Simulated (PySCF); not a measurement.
**Working out the ionisation energy of Ni**

Ni [Ar] 3d8 4s2 (3F) → Ni⁺ [Ar] 3d9 (2D). Calculation: PySCF 2.14, in def2-QZVPPD; the non-relativistic Hamiltonian (point nucleus). Frozen: [Ne]. Energies in hartree (1 hartree = 27.21139 eV):

```csv
part,Ni (lower),Ni⁺ (upper)
UHF,-1506.880629,-1506.596916
MP2 opposite-spin,-0.457743,-0.493049
MP2 same-spin,-0.213985,-0.242348
```

Q: What does Hartree-Fock give?

A: (-1506.596916) − (-1506.880629) = 0.283713 hartree = 7.720 eV.

Q: What do MP2 and SCS-MP2 (6/5 opposite-spin, 1/3 same-spin) give?

A: The opposite-spin parts differ by -0.961 eV and the same-spin parts by -0.772 eV. MP2: 7.720 + (-0.961) + (-0.772) = 5.987 eV. SCS-MP2: 7.720 + 1.2 × (-0.961) + (-0.772)/3 = 6.309 eV.

A first-order spin-orbit estimate adds 0.053 eV to MP2 (valence and next inner shell), giving 6.040 eV against 7.640 eV (measured; NIST Atomic Spectra Database, ionization energies).

The calculation is non-relativistic.

What remains against the reference includes basis incompleteness, the frozen core and correlation beyond second order.
